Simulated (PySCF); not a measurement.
Isomers of C7H10FP, from PySCF, PBE0-D3(BJ)/def2-SVP geometry optimisation, gas phase. One conformer each, no zero-point energy, no frequencies.

Question: Which isomer lies lower at this level?
A. `[CH2:1]=[CH:2][CH2:3][P:4]1[CH2:5][CH:6]=[C:7]([F:8])[CH2:9]1` with C1–C2–C3–P4 113°, C2–C3–P4–C5 -167°, C3–P4–C5–C6 84°, P4–C5–C6–C7 11°, C6–C7–C9–P4 -10°, C3–P4–C9–C7 -85°: A = 1965, B = 1021, C = 790.2 MHz, dipole 0.97 D
B. `[F:1][C:2]1=[CH:3][CH2:4][CH2:5][P:6]1[CH:7]1[CH2:8][CH2:9]1` with C5–P6–C7–C8 -173°, C2–C3–C4–C5 16°, C3–C4–C5–P6 -22°, C4–C5–P6–C7 -80°, P6–C7–C8–C9 108°: A = 2079, B = 1130, C = 865.1 MHz, dipole 2.35 D

Answer: A. That is `C=CCP1CC=C(F)C1`, 5.9 kcal/mol below the other.

```csv
SMILES,mapped SMILES,E (Eh),relative (kcal/mol),relative (kJ/mol),dipole (D)
C=CCP1CC=C(F)C1,[CH2:1]=[CH:2][CH2:3][P:4]1[CH2:5][CH:6]=[C:7]([F:8])[CH2:9]1,-713.00551,0.0,0.0,0.97
FC1=CCCP1C1CC1,[F:1][C:2]1=[CH:3][CH2:4][CH2:5][P:6]1[CH:7]1[CH2:8][CH2:9]1,-712.99608,5.9,24.8,2.35
```

As drawn, the higher has a three-membered ring, which the lower lacks.
